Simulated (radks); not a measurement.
Species: the caesium ion Cs34+. Configuration: [Ar] 3d3 (the NIST ground configuration). Method: Dirac Kohn-Sham, exchange-only PBE, spin-unpolarised, spherical densities, finite nucleus; open shells fill j = l - 1/2 first; Fermi nuclear charge, rms radius 4.8041 fm; computed with a radial shooting solver on a logarithmic mesh with Libxc functionals.

Normalised radial functions P(r) = r R(r) (large component), r in bohr:

```
   r/bohr * 3d5/2 (the largest magnitude, 2.09, reaches the edge; | marks zero)
 0.001021 *
 0.001267 *
 0.001572 *
 0.001967 *
 0.002442 *
 0.003055 *
 0.003791 *
 0.004705 *
 0.005886 *
 0.007306 *
  0.00914 *
  0.01134 *
  0.01408 *
  0.01761 |*
  0.02186 |*
  0.02735 | *
  0.03394 |   *
  0.04212 |     *
   0.0527 |         *
  0.06541 |              *
  0.08183 |                      *
   0.1016 |                               *
    0.126 |                                         *
   0.1577 |                                                  *
   0.1957 |                                                      *
   0.2448 |                                                    *
   0.3039 |                                           *
   0.3771 |                             *
   0.4718 |               *
   0.5856 |      *
   0.7326 | *
   0.9093 *
```

3d5/2 (empty): eigenvalue -2163.5 eV, 0 radial nodes, <r> = 0.245 bohr, 90 % of the charge inside 0.376 bohr.
